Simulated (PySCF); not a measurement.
Isomers of C7H11N3, mass 137.095 u with the commonest isotopes. Level of theory: PBE0/pcSseg-1 in PySCF (dipole) on a GFN2-xTB geometry, gas phase. One conformer each, none proved a minimum here; rigid rotors.

Problem. Order these by rotational constant B, largest first.
A. `CC(C)(C)c1cnncn1`
B. `[CH3:1][CH2:2][c:3]1[cH:4][n:5]([CH:6]2[CH2:7][CH2:8]2)[n:9][n:10]1` with C1–C2–C3–C4 90°, C4–N5–C6–C7 -143°
C. `[CH2:1]=[CH:2][c:3]1[cH:4][n:5]([CH2:6][CH2:7][CH3:8])[n:9][n:10]1` with C1–C2–C3–C4 -1°, C4–N5–C6–C7 -104°, N5–C6–C7–C8 66°
D. `[CH3:1][CH2:2][c:3]1[cH:4][n:5][n:6][n:7]1[CH:8]1[CH2:9][CH2:10]1` with C1–C2–C3–C4 -101°, N6–N7–C8–C9 45°
E. `[CH3:1][CH2:2][c:3]1[n:4][c:5]([CH3:6])[n:7][n:8][c:9]1[CH3:10]` with C1–C2–C3–N4 -90°
F. `[CH3:1][CH2:2][c:3]1[n:4][n:5][cH:6][n:7]1[CH:8]1[CH2:9][CH2:10]1` with C1–C2–C3–N4 96°, C6–N7–C8–C9 43°
G. `CC1=C(N(C)C)C=NN=C1`
H. `[cH:1]1[n:2][n:3][cH:4][n:5]1[CH:6]1[CH2:7][CH2:8][CH2:9][CH2:10]1` with C4–N5–C6–C7 -115°, N5–C6–C7–C8 -138°, C6–C7–C8–C9 36°, C7–C8–C9–C10 -42°, C8–C9–C10–C6 32°

Solution. F (1315 MHz), D (1260 MHz), G (1189 MHz), E (1136 MHz), A (1008 MHz), H (842.0 MHz), C (774.8 MHz), B (690.4 MHz).

Problem. Order these by out-of-plane moment Σ m c² = (Ia + Ib − Ic)/2, smallest first.
A. `[CH3:1][CH2:2][c:3]1[n:4][n:5][cH:6][n:7]1[CH:8]1[CH2:9][CH2:10]1` with C1–C2–C3–N4 96°, C6–N7–C8–C9 43°
B. `[CH2:1]=[CH:2][c:3]1[cH:4][n:5]([CH2:6][CH2:7][CH3:8])[n:9][n:10]1` with C1–C2–C3–C4 -1°, C4–N5–C6–C7 -104°, N5–C6–C7–C8 66°
C. `[CH3:1][CH2:2][c:3]1[n:4][c:5]([CH3:6])[n:7][n:8][c:9]1[CH3:10]` with C1–C2–C3–N4 -90°
D. `CC(C)(C)C1=NC=NN=C1`
E. `Cc1cnncc1N(C)C`
F. `[cH:1]1[n:2][n:3][cH:4][n:5]1[CH:6]1[CH2:7][CH2:8][CH2:9][CH2:10]1` with C4–N5–C6–C7 -115°, N5–C6–C7–C8 -138°, C6–C7–C8–C9 36°, C7–C8–C9–C10 -42°, C8–C9–C10–C6 32°
G. `[CH3:1][CH2:2][c:3]1[cH:4][n:5]([CH:6]2[CH2:7][CH2:8]2)[n:9][n:10]1` with C1–C2–C3–C4 90°, C4–N5–C6–C7 -143°
H. `[CH3:1][CH2:2][c:3]1[cH:4][n:5][n:6][n:7]1[CH:8]1[CH2:9][CH2:10]1` with C1–C2–C3–C4 -101°, N6–N7–C8–C9 45°

Solution. E (20.16 u·Å²), C (24.65 u·Å²), A (35.65 u·Å²), H (36.29 u·Å²), G (42.32 u·Å²), B (45.48 u·Å²), D (55.42 u·Å²), F (59.84 u·Å²).

Problem. Order these by rotational constant C, largest first.
A. `[CH3:1][CH2:2][c:3]1[n:4][c:5]([CH3:6])[n:7][n:8][c:9]1[CH3:10]` with C1–C2–C3–N4 -90°
B. `[CH3:1][CH2:2][c:3]1[cH:4][n:5]([CH:6]2[CH2:7][CH2:8]2)[n:9][n:10]1` with C1–C2–C3–C4 90°, C4–N5–C6–C7 -143°
C. `Cc1cnncc1N(C)C`
D. `[CH3:1][CH2:2][c:3]1[n:4][n:5][cH:6][n:7]1[CH:8]1[CH2:9][CH2:10]1` with C1–C2–C3–N4 96°, C6–N7–C8–C9 43°
E. `CC(C)(C)c1cnncn1`
F. `[CH2:1]=[CH:2][c:3]1[cH:4][n:5]([CH2:6][CH2:7][CH3:8])[n:9][n:10]1` with C1–C2–C3–C4 -1°, C4–N5–C6–C7 -104°, N5–C6–C7–C8 66°

Solution. E (874.0 MHz), D (847.7 MHz), C (818.0 MHz), A (788.5 MHz), F (685.6 MHz), B (665.8 MHz).

```json
{"SMILES": "Cc1cnncc1N(C)C", "point group": "C1", "Ia (u·Å²)": "233.22", "Ib (u·Å²)": "424.95", "Ic (u·Å²)": "617.85", "κ": "-0.45", "μa (D)": "5.56", "μb (D)": "2.41", "μc (D)": "0.12"}
{"SMILES": "CC(C)(C)c1cnncn1", "point group": "Cs", "Ia (u·Å²)": "187.67", "Ib (u·Å²)": "501.43", "Ic (u·Å²)": "578.26", "κ": "-0.85", "μa (D)": "3.62", "μb (D)": "0.10", "μc (D)": "0.00"}
{"SMILES": "CCc1cn(C2CC2)nn1", "point group": "C1", "Ia (u·Å²)": "111.63", "Ib (u·Å²)": "732.03", "Ic (u·Å²)": "759.03", "κ": "-0.99", "μa (D)": "1.36", "μb (D)": "3.94", "μc (D)": "0.60"}
{"SMILES": "CCc1nncn1C1CC1", "point group": "C1", "Ia (u·Å²)": "283.17", "Ib (u·Å²)": "384.31", "Ic (u·Å²)": "596.19", "κ": "0.00", "μa (D)": "4.89", "μb (D)": "3.90", "μc (D)": "0.89"}
{"SMILES": "CC(C)(C)c1cncnn1", "point group": "Cs", "Ia (u·Å²)": "189.29", "Ib (u·Å²)": "494.86", "Ic (u·Å²)": "573.35", "κ": "-0.84", "μa (D)": "2.05", "μb (D)": "2.08", "μc (D)": "0.00"}
{"SMILES": "CCc1cnnn1C1CC1", "point group": "C1", "Ia (u·Å²)": "272.15", "Ib (u·Å²)": "401.24", "Ic (u·Å²)": "600.81", "κ": "-0.18", "μa (D)": "0.67", "μb (D)": "4.76", "μc (D)": "1.02"}
{"SMILES": "C=Cc1cn(CCC)nn1", "point group": "C1", "Ia (u·Å²)": "175.78", "Ib (u·Å²)": "652.26", "Ic (u·Å²)": "737.08", "κ": "-0.92", "μa (D)": "2.24", "μb (D)": "3.36", "μc (D)": "2.10"}
{"SMILES": "c1nncn1C1CCCC1", "point group": "C1", "Ia (u·Å²)": "140.58", "Ib (u·Å²)": "600.24", "Ic (u·Å²)": "621.14", "κ": "-0.98", "μa (D)": "6.42", "μb (D)": "1.58", "μc (D)": "1.11"}
{"SMILES": "CCc1nc(C)nnc1C", "point group": "C1", "Ia (u·Å²)": "245.32", "Ib (u·Å²)": "444.90", "Ic (u·Å²)": "640.92", "κ": "-0.45", "μa (D)": "2.71", "μb (D)": "1.68", "μc (D)": "0.58"}
```
